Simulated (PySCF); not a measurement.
ClSe (SMILES Cl[Se]), doublet (typed; the unrestricted solution is spin-contaminated), geometry from GFN2-xTB (the spin is typed, not shown lowest), with bond 1-2 at 2.0 times its length; PySCF with R2SCAN/def2-TZVP.

Input for PySCF:
```python
from pyscf import gto, scf, dft

mol = gto.Mole()
mol.atom = '''
    Se    0.000000    0.000000   -2.814011
    Cl    0.000000    0.000000    1.407005
'''
mol.basis = 'def2-tzvp'
mol.charge = 0
mol.spin = 1
mol.verbose = 4
mol.build()

mf = dft.UKS(mol)
mf.xc = 'r2scan'
mf.kernel()
```

Q: What does PySCF print? Leave out banner, timings and long lists.

A: 
```
PySCF version 2.14.0

[INPUT] verbose = 4
[INPUT] num. atoms = 2
[INPUT] num. electrons = 51
[INPUT] charge = 0
[INPUT] spin (= nelec alpha-beta = 2S) = 1
[INPUT] symmetry False subgroup None
[INPUT] Mole.unit = angstrom
[INPUT] Symbol           X                Y                Z      unit          X                Y                Z       unit  Magmom
[INPUT]  1 Se     0.000000000000   0.000000000000  -2.814011000000 AA    0.000000000000   0.000000000000  -5.317710101513 Bohr   0.0
[INPUT]  2 Cl     0.000000000000   0.000000000000   1.407005000000 AA    0.000000000000   0.000000000000   2.658854105894 Bohr   0.0

nuclear repulsion = 72.4622763599475
number of shells = 29
number of NR pGTOs = 166
number of NR cGTOs = 85
basis = def2-tzvp
ecp = {}

******** <class 'pyscf.dft.uks.UKS'> ********
method = UKS
initial guess = minao
damping factor = 0
level_shift factor = 0
DIIS = <class 'pyscf.scf.diis.CDIIS'>
diis_start_cycle = 1
diis_space = 8
diis_damp = 0
SCF conv_tol = 1e-09
SCF conv_tol_grad = None
SCF max_cycles = 50
direct_scf = True
direct_scf_tol = 1e-13
number electrons alpha = 26  beta = 25
XC library pyscf.dft.libxc version 7.1.2
    S. Lehtola, C. Steigemann, M. J. T. Oliveira, and M. A. L. Marques,  SoftwareX 7, 1–5 (2018)
XC functionals = r2scan
    J. W. Furness, A. D. Kaplan, J. Ning, J. P. Perdew, and J. Sun,  J. Phys. Chem. Lett. 11, 8208–8215 (2020)
    J. W. Furness, A. D. Kaplan, J. Ning, J. P. Perdew, and J. Sun,  J. Phys. Chem. Lett. 11, 9248–9248 (2020)
    J. W. Furness, A. D. Kaplan, J. Ning, J. P. Perdew, and J. Sun,  J. Phys. Chem. Lett. 11, 8208–8215 (2020)
    J. W. Furness, A. D. Kaplan, J. Ning, J. P. Perdew, and J. Sun,  J. Phys. Chem. Lett. 11, 9248–9248 (2020)
radial grids:
    Treutler-Ahlrichs [JCP 102, 346 (1995); DOI:10.1063/1.469408] (M4) radial grids

becke partition: Becke, JCP 88, 2547 (1988); DOI:10.1063/1.454033
pruning grids: <function nwchem_prune>
grids dens level: 3
symmetrized grids: False
atomic radii adjust function: <function treutler_atomic_radii_adjust>
small_rho_cutoff = 0
Set gradient conv threshold to 3.16228e-05
tot grids = 39304
init E= -2860.60979109542

cycle= 1 E= -2861.30813770521  delta_E= -0.698  |g|= 0.463  |ddm|= 0.929
cycle= 2 E= -2858.84927954796  delta_E= 2.46  |g|= 1.68  |ddm|= 1.93

cycle= 3 E= -2859.95669929178  delta_E= -1.11  |g|= 0.89  |ddm|= 0.867
cycle= 4 E= -2861.29829025279  delta_E= -1.34  |g|= 0.369  |ddm|=  1.5
cycle= 5 E= -2861.49322085776  delta_E= -0.195  |g|= 0.213  |ddm|= 1.26
cycle= 6 E= -2861.13853451267  delta_E= 0.355  |g|= 0.455  |ddm|=  1.2
cycle= 7 E= -2861.16226271617  delta_E= -0.0237  |g|= 0.42  |ddm|= 0.0648

cycle= 8 E= -2861.38059432596  delta_E= -0.218  |g|= 0.336  |ddm|= 1.19
cycle= 9 E= -2861.38674543832  delta_E= -0.00615  |g|= 0.328  |ddm|= 0.0213
cycle= 10 E= -2861.44893642455  delta_E= -0.0622  |g|= 0.293  |ddm|= 0.243
cycle= 11 E= -2861.39332917869  delta_E= 0.0556  |g|= 0.323  |ddm|= 0.211
cycle= 12 E= -2861.41023842313  delta_E= -0.0169  |g|= 0.311  |ddm|= 0.0606
cycle= 13 E= -2861.40257931573  delta_E= 0.00766  |g|= 0.309  |ddm|= 0.0719
cycle= 14 E= -2861.37941812825  delta_E= 0.0232  |g|= 0.34  |ddm|= 0.0927
cycle= 15 E= -2861.4001850052  delta_E= -0.0208  |g|= 0.305  |ddm|= 0.0775

cycle= 16 E= -2859.85701418296  delta_E= 1.54  |g|= 0.99  |ddm|= 1.55
cycle= 17 E= -2860.16672900449  delta_E= -0.31  |g|= 0.822  |ddm|= 0.37
cycle= 18 E= -2860.15128715031  delta_E= 0.0154  |g|= 0.81  |ddm|= 0.0535
cycle= 19 E= -2860.22072362556  delta_E= -0.0694  |g|= 0.814  |ddm|= 0.0855
cycle= 20 E= -2860.12752724003  delta_E= 0.0932  |g|= 0.811  |ddm|= 0.117
cycle= 21 E= -2860.1422165855  delta_E= -0.0147  |g|= 0.815  |ddm|= 0.0815
cycle= 22 E= -2860.1367797638  delta_E= 0.00544  |g|= 0.817  |ddm|= 0.0146
cycle= 23 E= -2861.41662582929  delta_E= -1.28  |g|= 0.282  |ddm|= 1.42
cycle= 24 E= -2861.4922042786  delta_E= -0.0756  |g|= 0.226  |ddm|= 0.253
cycle= 25 E= -2861.4570148269  delta_E= 0.0352  |g|= 0.337  |ddm|= 0.787
cycle= 26 E= -2861.41574704555  delta_E= 0.0413  |g|= 0.363  |ddm|= 0.227
cycle= 27 E= -2861.44585275805  delta_E= -0.0301  |g|= 0.332  |ddm|= 0.0556
cycle= 28 E= -2861.56166434247  delta_E= -0.116  |g|= 0.159  |ddm|= 0.315
cycle= 29 E= -2861.57718158674  delta_E= -0.0155  |g|= 0.12  |ddm|= 0.103
cycle= 30 E= -2861.58617319658  delta_E= -0.00899  |g|= 0.0893  |ddm|= 0.102
cycle= 31 E= -2861.58881906621  delta_E= -0.00265  |g|= 0.0708  |ddm|= 0.0377
cycle= 32 E= -2861.59372698065  delta_E= -0.00491  |g|= 0.0294  |ddm|= 0.16
cycle= 33 E= -2861.38015943757  delta_E= 0.214  |g|= 0.342  |ddm|= 0.791
cycle= 34 E= -2861.54045484576  delta_E= -0.16  |g|= 0.203  |ddm|= 0.494
cycle= 35 E= -2861.42319103077  delta_E= 0.117  |g|= 0.32  |ddm|= 0.341
cycle= 36 E= -2861.59263320722  delta_E= -0.169  |g|= 0.0364  |ddm|= 0.753
cycle= 37 E= -2861.59403212647  delta_E= -0.0014  |g|= 0.0219  |ddm|= 0.221
cycle= 38 E= -2861.59460838778  delta_E= -0.000576  |g|= 0.01  |ddm|= 0.103
cycle= 39 E= -2861.59474640817  delta_E= -0.000138  |g|= 0.00424  |ddm|= 0.0503
cycle= 40 E= -2861.59476741426  delta_E= -2.1e-05  |g|= 0.00221  |ddm|= 0.00667
cycle= 41 E= -2861.59477406617  delta_E= -6.65e-06  |g|= 0.000962  |ddm|= 0.0108
cycle= 42 E= -2861.59477560312  delta_E= -1.54e-06  |g|= 0.000306  |ddm|= 0.00423
cycle= 43 E= -2861.59477520528  delta_E= 3.98e-07  |g|= 0.000797  |ddm|= 0.00366
cycle= 44 E= -2861.59477843184  delta_E= -3.23e-06  |g|= 0.000135  |ddm|= 0.0195
cycle= 45 E= -2861.59477900442  delta_E= -5.73e-07  |g|= 0.000124  |ddm|= 0.00764
cycle= 46 E= -2861.59477915282  delta_E= -1.48e-07  |g|= 0.000388  |ddm|= 0.00717
cycle= 47 E= -2861.59477964205  delta_E= -4.89e-07  |g|= 0.000136  |ddm|= 0.0114
cycle= 48 E= -2861.59477966247  delta_E= -2.04e-08  |g|= 4.73e-05  |ddm|= 0.000249
cycle= 49 E= -2861.59477967119  delta_E= -8.73e-09  |g|= 2.66e-05  |ddm|= 0.00175
cycle= 50 E= -2861.5947796718  delta_E= -6.07e-10  |g|= 4.35e-06  |ddm|= 0.000178
Extra cycle  E= -2861.59477966692  delta_E= 4.88e-09  |g|= 5.56e-05  |ddm|= 0.000197
converged SCF energy = -2861.59477966692  <S^2> = 1.7598509  2S+1 = 2.8353842
```
